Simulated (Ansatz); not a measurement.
An input meant for Mg2Br2⁺ (charge 1, doublet).

```yaml
crystal:
  periodic: [false, false, false]
  atoms:
    - {symbol: Mg, position_ang: [-0.205028, 1.025926, 0.492980]}
    - {symbol: Mg, position_ang: [0.201848, -0.880136, -0.576426]}
    - {symbol: Br, position_ang: [-0.171963, -0.667063, 1.106912]}
    - {symbol: Br, position_ang: [0.175149, 0.667962, -1.105630]}
basis:
  gaussian: {orbitals: cc-pVTZ}
total_charge: 1
magnetization: {spin_polarized: true, initial_magnetization: 1}
hamiltonian: {xc: {name: B3LYP}}
```

```sh
$ ansatz run in.yaml --threads 4 --pin off --events-out ev --progress --plain --max-ram 3916MiB
```

It prints (some lines left out):

```
Functional definition: B3LYP
948 factors; integrals over basis functions are off by at most 7.3e-4 eV
mean field evaluation 1: about -150952.9966 eV, gradient 3.4e1 eV
mean field evaluation 2: about -150952.6807 eV, gradient 3.9e1 eV
mean field evaluation 4: about -150958.5765 eV, gradient 1.1e0 eV
mean field evaluation 8: about -150958.7037 eV, gradient 7.5e-2 eV
mean field evaluation 16: about -150958.7037 eV, gradient 3.2e-5 eV
mean field -150958.70374948 eV, -5547.6300393090 hartree, gradient 3.2e-5 eV, S^2 0.751534; 0 other end points of the search recorded, 0 dependent functions left out
reference -150958.70396942 eV, -5547.6300473917 hartree; 47, 46 occupied and 107, 108 virtual orbitals, 948 factors
Total energy: -150958.70396942 eV, -5547.6300473917 hartree
```

In this input the geometry is squeezed to about two thirds of its size. Self-consistency was reached. The result belongs to that input, not to the species as meant.

B3LYP takes the VWN-RPA correlation.
